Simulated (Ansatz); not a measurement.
## Nudged elastic band run: Cl3H5Si2

The input (input.yaml):

```yaml
crystal:
  periodic: [false, false, false]
  atoms:
    - { symbol: Si, position_ang: [-0.973918, -1.524672, -0.937217] }
    - { symbol: H, position_ang: [0.481359, -1.412714, -1.136864] }
    - { symbol: Cl, position_ang: [-1.601981, -3.411607, -1.454577] }
    - { symbol: Cl, position_ang: [-1.429036, -1.182873, 1.042186] }
    - { symbol: Cl, position_ang: [-1.950416, -0.137588, -2.096508] }
    - { symbol: H, position_ang: [1.730454, 0.206114, 1.142646] }
    - { symbol: Si, position_ang: [1.092621, 1.533352, 0.920095] }
    - { symbol: H, position_ang: [0.279348, 1.486854, -0.327815] }
    - { symbol: H, position_ang: [2.154017, 2.56978, 0.771737] }
    - { symbol: H, position_ang: [0.217552, 1.873354, 2.076117] }
basis:
  gaussian: { orbitals: def2-SVP }
hamiltonian:
  xc: b3lyp
  dispersion: d4
neb:
  order_check: false
  images: 7
  f_tol: 0.05
  max_iterations: 55
  spring: 0.1
  final_atoms:
    - { symbol: Si, position_ang: [-1.13668565, -0.31313458, -0.66909685] }
    - { symbol: H, position_ang: [1.8775503, -2.00535938, 0.91671809] }
    - { symbol: Cl, position_ang: [0.03362629, -1.84405844, -1.43495595] }
    - { symbol: Cl, position_ang: [-2.30539026, -1.08435552, 0.85417538] }
    - { symbol: Cl, position_ang: [-2.38153294, 0.36241986, -2.17819511] }
    - { symbol: H, position_ang: [2.30233219, -1.92031866, 1.5422937] }
    - { symbol: Si, position_ang: [0.20097009, 1.43365449, 0.123122] }
    - { symbol: H, position_ang: [-0.69123843, 2.52020104, 0.61466422] }
    - { symbol: H, position_ang: [1.04611259, 1.92855463, -0.99888579] }
    - { symbol: H, position_ang: [1.05425581, 0.92239657, 1.2299603] }
  initial_path:
    images:
      - { positions_ang: [[-0.973918, -1.524672, -0.937217], [0.481359, -1.412714, -1.136864], [-1.601981, -3.411607, -1.454577], [-1.429036, -1.182873, 1.042186], [-1.950416, -0.137588, -2.096508], [1.730454, 0.206114, 1.142646], [1.092621, 1.533352, 0.920095], [0.279348, 1.486854, -0.327815], [2.154017, 2.56978, 0.771737], [0.217552, 1.873354, 2.076117]] }
      - { positions_ang: [[-0.94752565, -1.32439842, -0.83825053], [0.50784981, -1.30890531, -0.69719311], [-1.17826335, -3.11326639, -1.48673496], [-1.55002536, -1.29369416, 1.02788876], [-2.04568654, -0.12998624, -2.03093344], [1.60612197, 0.05707721, 1.11265088], [0.97878644, 1.45663197, 0.75480467], [0.26454705, 1.74951792, -0.31851021], [2.10132839, 2.16944918, 0.49567004], [0.26286725, 1.73757425, 1.9804079]] }
      - { positions_ang: [[-0.92113331, -1.12412485, -0.73928406], [0.53434062, -1.20509662, -0.25752222], [-0.75454569, -2.81492577, -1.51889292], [-1.67101473, -1.40451533, 1.01359151], [-2.14095708, -0.12238447, -1.96535887], [1.48178993, -0.09195959, 1.08265575], [0.86495187, 1.37991193, 0.58951435], [0.2497461, 2.01218183, -0.30920542], [2.04863978, 1.76911836, 0.21960309], [0.30818249, 1.6017945, 1.8846988]] }
      - { positions_ang: [[-0.89474096, -0.92385127, -0.64031759], [0.56083143, -1.10128793, 0.18214867], [-0.33082804, -2.51658516, -1.55105088], [-1.79200409, -1.51533649, 0.99929427], [-2.23622762, -0.11478271, -1.89978431], [1.3574579, -0.24099638, 1.05266063], [0.75111731, 1.3031919, 0.42422402], [0.23494515, 2.27484575, -0.29990063], [1.99595117, 1.36878754, -0.05646387], [0.35349774, 1.46601475, 1.7889897]] }
      - { positions_ang: [[-0.86834861, -0.72357769, -0.54135112], [0.58732224, -0.99747924, 0.62181955], [0.09288962, -2.21824454, -1.58320885], [-1.91299346, -1.62615766, 0.98499702], [-2.33149816, -0.10718094, -1.83420974], [1.23312587, -0.39003317, 1.0226655], [0.63728275, 1.22647187, 0.25893369], [0.2201442, 2.53750966, -0.29059585], [1.94326257, 0.96845672, -0.33253083], [0.39881299, 1.330235, 1.6932806]] }
      - { positions_ang: [[-0.93543287, -0.62096691, -0.57328755], [0.90987926, -1.24944927, 0.69554419], [0.07807378, -2.12469802, -1.54614562], [-2.01109266, -1.49070712, 0.95229161], [-2.34400686, 0.01021926, -1.92020608], [1.50042745, -0.77260454, 1.15257255], [0.52820458, 1.27826752, 0.22498077], [-0.00770145, 2.53318251, -0.06428083], [1.71897507, 1.2084812, -0.49911957], [0.56267369, 1.22827539, 1.57745053]] }
      - { positions_ang: [[-1.00251713, -0.51835614, -0.60522398], [1.23243627, -1.50141931, 0.76926882], [0.06325795, -2.03115149, -1.5090824], [-2.10919186, -1.35525659, 0.9195862], [-2.35651555, 0.12761946, -2.00620243], [1.76772903, -1.15517592, 1.2824796], [0.41912642, 1.33006318, 0.19102785], [-0.23554711, 2.52885535, 0.16203419], [1.49468758, 1.44850567, -0.66570831], [0.7265344, 1.12631578, 1.46162045]] }
      - { positions_ang: [[-1.06960139, -0.41574536, -0.63716041], [1.55499329, -1.75338934, 0.84299346], [0.04844212, -1.93760497, -1.47201917], [-2.20729106, -1.21980606, 0.88688079], [-2.36902425, 0.24501966, -2.09219877], [2.03503061, -1.53774729, 1.41238665], [0.31004826, 1.38185883, 0.15707493], [-0.46339277, 2.52452819, 0.3883492], [1.27040008, 1.68853015, -0.83229705], [0.89039511, 1.02435617, 1.34579037]] }
      - { positions_ang: [[-1.13668565, -0.31313458, -0.66909685], [1.8775503, -2.00535938, 0.91671809], [0.03362629, -1.84405844, -1.43495595], [-2.30539026, -1.08435552, 0.85417538], [-2.38153294, 0.36241986, -2.17819511], [2.30233219, -1.92031866, 1.5422937], [0.20097009, 1.43365449, 0.123122], [-0.69123843, 2.52020104, 0.61466422], [1.04611259, 1.92855463, -0.99888579], [1.05425581, 0.92239657, 1.2299603]] }
```

Run as:

```bash
$ ansatz run input.yaml --threads 2 --pin off --max-ram 3072MiB --backend cpu --events-out ev --progress --plain --runs-dir out
```

Output, in part (warnings, iteration lines, the closing report on the highest movable image, with atoms numbered from 0):

```
NEB end point (image 0): max|allowed force component| = 1.330e-2 eV/Å (the criterion of neb.relax_end_points is 1.000e-2)
NEB end point (image 8): max|allowed force component| = 2.475e-3 eV/Å (the criterion of neb.relax_end_points is 1.000e-2)
NEB iter   1: max|band force component| = 6.382e0 eV/Å  barrier→ = 6.8299 eV  barrier← = 6.5707 eV  Δτ_max = 0.2000 Å  (226 SCF iters)
NEB iter   2: max|band force component| = 2.664e0 eV/Å  barrier→ = 4.4825 eV  barrier← = 4.2233 eV  Δτ_max = 0.2000 Å  (184 SCF iters)
NEB iter   3: max|band force component| = 1.651e0 eV/Å  barrier→ = 3.6145 eV  barrier← = 3.3553 eV  Δτ_max = 0.2000 Å  (172 SCF iters)
NEB iter   4: max|band force component| = 1.455e0 eV/Å  barrier→ = 3.3191 eV  barrier← = 3.0599 eV  Δτ_max = 0.2000 Å  (170 SCF iters)
NEB iter   5: max|band force component| = 9.692e-1 eV/Å  barrier→ = 2.5518 eV  barrier← = 2.2927 eV  Δτ_max = 0.1958 Å  (167 SCF iters)
NEB iter   6: max|band force component| = 1.938e0 eV/Å  barrier→ = 2.3539 eV  barrier← = 2.0947 eV  Δτ_max = 0.1008 Å  (162 SCF iters)
NEB iter   7: max|band force component| = 6.950e-1 eV/Å  barrier→ = 2.2993 eV  barrier← = 2.0401 eV  Δτ_max = 0.1976 Å  (164 SCF iters)
NEB iter   8: max|band force component| = 1.309e0 eV/Å  barrier→ = 2.3188 eV  barrier← = 2.0596 eV  CI = image 4  Δτ_max = 0.1998 Å  (165 SCF iters)
NEB iter   9: max|band force component| = 1.369e0 eV/Å  barrier→ = 2.2958 eV  barrier← = 2.0366 eV  CI = image 4  Δτ_max = 0.2000 Å  (164 SCF iters)
NEB iter  10: max|band force component| = 2.168e0 eV/Å  barrier→ = 2.4109 eV  barrier← = 2.1517 eV  CI = image 4  Δτ_max = 0.0999 Å  (168 SCF iters)
NEB iter  11: max|band force component| = 1.799e0 eV/Å  barrier→ = 2.9237 eV  barrier← = 2.6645 eV  CI = image 4  Δτ_max = 0.2000 Å  (165 SCF iters)
NEB iter  12: max|band force component| = 1.010e0 eV/Å  barrier→ = 3.4729 eV  barrier← = 3.2137 eV  CI = image 4  Δτ_max = 0.1757 Å  (165 SCF iters)
NEB iter  13: max|band force component| = 3.980e-1 eV/Å  barrier→ = 3.3207 eV  barrier← = 3.0615 eV  CI = image 4  Δτ_max = 0.1981 Å  (167 SCF iters)
NEB iter  14: max|band force component| = 5.848e-1 eV/Å  barrier→ = 3.3078 eV  barrier← = 3.0486 eV  CI = image 4  Δτ_max = 0.1005 Å  (160 SCF iters)
NEB iter  15: max|band force component| = 1.217e-1 eV/Å  barrier→ = 3.3036 eV  barrier← = 3.0444 eV  CI = image 4  Δτ_max = 0.0814 Å  (157 SCF iters)
NEB iter  16: max|band force component| = 2.281e-1 eV/Å  barrier→ = 3.3014 eV  barrier← = 3.0422 eV  CI = image 4  Δτ_max = 0.0408 Å  (156 SCF iters)
NEB iter  17: max|band force component| = 8.424e-2 eV/Å  barrier→ = 3.2987 eV  barrier← = 3.0395 eV  CI = image 4  Δτ_max = 0.0409 Å  (155 SCF iters)
NEB iter  18: max|band force component| = 1.156e-1 eV/Å  barrier→ = 3.2958 eV  barrier← = 3.0366 eV  CI = image 4  Δτ_max = 0.0204 Å  (155 SCF iters)
NEB iter  19: max|band force component| = 1.172e-1 eV/Å  barrier→ = 3.2940 eV  barrier← = 3.0348 eV  CI = image 4  Δτ_max = 0.0204 Å  (153 SCF iters)
NEB iter  20: max|band force component| = 1.182e-1 eV/Å  barrier→ = 3.2921 eV  barrier← = 3.0329 eV  CI = image 4  Δτ_max = 0.0409 Å  (153 SCF iters)
NEB iter  21: max|band force component| = 1.120e-1 eV/Å  barrier→ = 3.2878 eV  barrier← = 3.0286 eV  CI = image 4  Δτ_max = 0.0820 Å  (154 SCF iters)
NEB iter  22: max|band force component| = 1.133e-1 eV/Å  barrier→ = 3.2781 eV  barrier← = 3.0189 eV  CI = image 4  Δτ_max = 0.1641 Å  (153 SCF iters)
NEB iter  23: max|band force component| = 1.261e-1 eV/Å  barrier→ = 3.2578 eV  barrier← = 2.9986 eV  CI = image 4  Δτ_max = 0.1636 Å  (159 SCF iters)
NEB iter  24: max|band force component| = 1.582e-1 eV/Å  barrier→ = 3.2394 eV  barrier← = 2.9802 eV  CI = image 4  Δτ_max = 0.1633 Å  (157 SCF iters)
NEB iter  25: max|band force component| = 1.385e-1 eV/Å  barrier→ = 3.2255 eV  barrier← = 2.9663 eV  CI = image 4  Δτ_max = 0.1629 Å  (157 SCF iters)
NEB iter  26: max|band force component| = 1.351e-1 eV/Å  barrier→ = 3.2156 eV  barrier← = 2.9564 eV  CI = image 4  Δτ_max = 0.0817 Å  (159 SCF iters)
NEB iter  27: max|band force component| = 1.088e-1 eV/Å  barrier→ = 3.2093 eV  barrier← = 2.9501 eV  CI = image 4  Δτ_max = 0.0821 Å  (157 SCF iters)
NEB iter  28: max|band force component| = 7.877e-2 eV/Å  barrier→ = 3.2058 eV  barrier← = 2.9466 eV  CI = image 4  Δτ_max = 0.0823 Å  (156 SCF iters)
NEB iter  29: max|band force component| = 4.631e-2 eV/Å  barrier→ = 3.2037 eV  barrier← = 2.9445 eV  CI = image 4  Δτ_max = 0.0000 Å  (322 SCF iters)
Total energy: -53391.00058335 eV, -1962.0830817182 hartree
Atom 0 at    -1.011382    -0.879025    -0.443430 Å, force     0.031186     0.004817    -0.008534 eV/Å
Atom 1 at     0.919741    -0.506850    -0.003471 Å, force    -0.026023    -0.027355    -0.013004 eV/Å
Atom 2 at    -0.362717    -2.722883    -1.217346 Å, force    -0.003396    -0.008373     0.003910 eV/Å
Atom 3 at    -2.352979    -1.309682     1.102574 Å, force    -0.020172    -0.004798     0.013446 eV/Å
Atom 4 at    -2.093827     0.084244    -1.951419 Å, force    -0.012393     0.002392    -0.018006 eV/Å
Atom 5 at     1.832473    -0.352684     0.310685 Å, force     0.009628     0.012613    -0.022347 eV/Å
Atom 6 at     0.787466     1.096144     0.439563 Å, force     0.009708     0.044807     0.013864 eV/Å
Atom 7 at     0.010067     1.866922    -0.579593 Å, force     0.014156    -0.031671     0.005594 eV/Å
Atom 8 at     2.088464     1.837462     0.568399 Å, force    -0.001834     0.005872     0.006770 eV/Å
Atom 9 at     0.182696     0.886351     1.773839 Å, force    -0.000860     0.001696     0.018309 eV/Å
Dipole moment:     0.570994     0.449763     0.239116 e Å
```

The forces met the threshold. Neighbouring images differ by up to 3.0 eV, so the band resolves the path poorly. The order of the stationary point at the top wasn't checked. The orbitals stay closed-shell, which can raise the energy where a bond breaks towards radicals; this wasn't checked here.

Final band (atoms are numbered from 1 in the order of the input):

| image | path coordinate (Å) | energy (kJ/mol) | Si1–H2 (Å) | H6–Si7 (Å) | Si1–Si7 (Å) |
| --- | --- | --- | --- | --- | --- |
| 0 | 0.00 | 0.0 | 1.47 | 1.49 | 4.13 |
| 1 | 1.43 | 5.8 | 1.47 | 1.49 | 4.31 |
| 2 | 2.97 | 7.1 | 1.47 | 1.49 | 4.44 |
| 3 | 4.68 | 15.2 | 1.47 | 1.49 | 3.74 |
| 4 | 6.28 | 309.1 | 2.02 | 1.79 | 2.81 |
| 5 | 7.56 | 98.9 | 2.54 | 2.51 | 2.44 |
| 6 | 8.85 | 32.0 | 3.28 | 3.11 | 2.36 |
| 7 | 10.16 | 25.0 | 3.89 | 3.82 | 2.34 |
| 8 | 11.53 | 25.0 | 3.80 | 4.20 | 2.34 |

Run time: 12 min on 2 threads of Arm Neoverse V1 (shared host), peak memory 0.3 GiB.
